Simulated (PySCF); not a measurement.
**Partial charges of `FC(F)C([SiH3])=C=S`**

C₃H₄F₂SSi.
Cartesian coordinates in Å at the GFN2-xTB level; atoms count from 1:
```xyz
11
C3H4F2SSi angstrom
F     -0.9392   -1.7377   -0.9370
C     -1.1172   -0.9460    0.1541
F     -0.6801   -1.6890    1.2055
C     -0.3442    0.3193    0.0318
Si     1.5507    0.1216   -0.1904
C     -0.8538    1.5064    0.0636
S     -1.2955    2.9978    0.0800
H     -2.1987   -0.7916    0.2812
H      1.9046    0.7430   -1.4658
H      2.1916    0.7948    0.9384
H      1.7872   -1.3161   -0.1873
```

Density: PBE0/pcSseg-1 (PySCF); schemes: Mulliken, IAO, Hirshfeld and ESP-fitted. Isolated species at its GFN2-xTB geometry (one conformer only). GFN2-xTB frequencies show an imaginary mode (74i cm⁻¹), so this geometry is no minimum at that level.

Task: What partial charge does each atom carry?

Result: In e:

```json
{"atom": "F1", "environment": "fluorine of a CF2 group", "Mulliken": "-0.298", "IAO": "-0.302", "Hirshfeld": "-0.104", "ESP-fitted": "-0.217"}
{"atom": "C2", "environment": "CHF2 carbon", "Mulliken": "+0.589", "IAO": "+0.454", "Hirshfeld": "+0.149", "ESP-fitted": "+0.314"}
{"atom": "F3", "environment": "fluorine of a CF2 group", "Mulliken": "-0.298", "IAO": "-0.302", "Hirshfeld": "-0.103", "ESP-fitted": "-0.217"}
{"atom": "C4", "environment": "outer carbon of cumulated double bonds", "Mulliken": "-0.621", "IAO": "-0.413", "Hirshfeld": "-0.152", "ESP-fitted": "-0.153"}
{"atom": "Si5", "environment": "SiH3 silicon", "Mulliken": "+0.624", "IAO": "+0.649", "Hirshfeld": "+0.329", "ESP-fitted": "+0.371"}
{"atom": "C6", "environment": "central carbon of cumulated double bonds", "Mulliken": "+0.053", "IAO": "-0.044", "Hirshfeld": "+0.033", "ESP-fitted": "-0.133"}
{"atom": "S7", "environment": "sulfur bonded to C", "Mulliken": "+0.045", "IAO": "+0.111", "Hirshfeld": "-0.007", "ESP-fitted": "+0.048"}
{"atom": "H8", "environment": "methine hydrogen", "Mulliken": "+0.104", "IAO": "+0.154", "Hirshfeld": "+0.053", "ESP-fitted": "+0.144"}
{"atom": "H9", "environment": "Si–H hydrogen", "Mulliken": "-0.067", "IAO": "-0.108", "Hirshfeld": "-0.068", "ESP-fitted": "-0.061"}
{"atom": "H10", "environment": "Si–H hydrogen", "Mulliken": "-0.067", "IAO": "-0.108", "Hirshfeld": "-0.068", "ESP-fitted": "-0.061"}
{"atom": "H11", "environment": "Si–H hydrogen", "Mulliken": "-0.064", "IAO": "-0.091", "Hirshfeld": "-0.061", "ESP-fitted": "-0.034"}
```

Mean size of the charges over all atoms: Mulliken 0.257 e, IAO 0.249 e, ESP-fitted 0.160 e, Hirshfeld 0.102 e. Each set sums to the total charge, 0, to within 0.001 e. The IAO scheme projects the occupied orbitals on a minimal set of polarised atomic orbitals and counts the electrons in each atom's part of it.

Lowest charge. The schemes don't all agree: Mulliken C4 (-0.621); IAO C4 (-0.413); Hirshfeld C4 (-0.152); ESP-fitted F1 and F3 (-0.217).

Highest charge. All schemes agree: Mulliken Si5 (+0.624); IAO Si5 (+0.649); Hirshfeld Si5 (+0.329); ESP-fitted Si5 (+0.371).

Task: Sum the charges by element, for elements with more than one atom.

Result: 
```tsv
element	atoms	Mulliken	IAO	Hirshfeld	ESP-fitted
F	2	-0.595	-0.604	-0.207	-0.434
C	3	+0.021	-0.003	+0.030	+0.027
H	4	-0.095	-0.153	-0.144	-0.012
```

Task: How many electrons does the Mulliken scheme count on C6?

Result: Z − q = 6 − (+0.053) = 5.947.

Task: How closely do the schemes follow one another over all atoms?

Result: Correlation coefficient and root-mean-square difference: Mulliken with IAO 0.97, 0.087 e; IAO with ESP-fitted 0.96, 0.134 e; IAO with Hirshfeld 0.96, 0.185 e; Mulliken with Hirshfeld 0.93, 0.230 e; Mulliken with ESP-fitted 0.90, 0.193 e; Hirshfeld with ESP-fitted 0.90, 0.093 e.
